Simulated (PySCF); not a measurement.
# Correlation energy of Sn⁻ (tin, charge -1)

[Kr] 4d10 5s2 5p3, high-spin 4S determinant. Calculation: PySCF 2.14, in aug-cc-pVDZ-PP with ECP28MDF (5s4p3d, 32 functions); a scalar-relativistic core potential. Frozen: 4s2 4p6 4d10; 5 electrons correlated.

| level | correlation energy (mhartree) |
| --- | --- |
| CCSD | -61.11 |
| (T) | -1.51 |
| CCSD(T) | -62.62 |
| CCSDT | -63.07 |

Diagnostics: T1 = 0.0084, D1 = 0.0162, largest double amplitude 0.046.

Cost of the coupled-cluster step: about 0.12 core-seconds, for 5 correlated electrons.

Iterations:

```
CC2 = 0
CCSD nocc = (np.int64(4), np.int64(1)), nmo = (23, 23)
frozen orbitals [[0, 1, 2, 3, 4, 5, 6, 7, 8], [0, 1, 2, 3, 4, 5, 6, 7, 8]]
max_cycle = 100
direct = 0
conv_tol = 1e-08
conv_tol_normt = 1e-06
diis_space = 8
diis_start_cycle = 0
Init t2, MP2 energy = -0.0474908702736988
Init E_corr(UCCSD) = -0.0474908702754208
cycle = 1  E_corr(UCCSD) = -0.0578396408424875  dE = -0.0103487706  norm(t1,t2) = 0.049988
cycle = 2  E_corr(UCCSD) = -0.0601826892168649  dE = -0.00234304837  norm(t1,t2) = 0.0152049
cycle = 3  E_corr(UCCSD) = -0.0611355700348352  dE = -0.000952880818  norm(t1,t2) = 0.00616618
cycle = 4  E_corr(UCCSD) = -0.0611078637400967  dE = 2.77062947e-05  norm(t1,t2) = 0.00165478
cycle = 5  E_corr(UCCSD) = -0.0611096399655812  dE = -1.77622548e-06  norm(t1,t2) = 0.000402916
cycle = 6  E_corr(UCCSD) = -0.0611075854367745  dE = 2.05452881e-06  norm(t1,t2) = 8.4765e-05
cycle = 7  E_corr(UCCSD) = -0.0611088689487504  dE = -1.28351198e-06  norm(t1,t2) = 1.49359e-05
cycle = 8  E_corr(UCCSD) = -0.0611085129079069  dE = 3.56040844e-07  norm(t1,t2) = 4.51301e-06
cycle = 9  E_corr(UCCSD) = -0.0611085472484255  dE = -3.43405186e-08  norm(t1,t2) = 1.63146e-06
cycle = 10  E_corr(UCCSD) = -0.0611085687270239  dE = -2.14785984e-08  norm(t1,t2) = 4.77069e-07
cycle = 11  E_corr(UCCSD) = -0.061108568661353  dE = 6.56708576e-11  norm(t1,t2) = 1.08201e-07
UCCSD converged
E(UCCSD) = -213.4321405435433  E_corr = -0.06110856866135304
UCCSD(T) correction = -0.00150857817031663
```
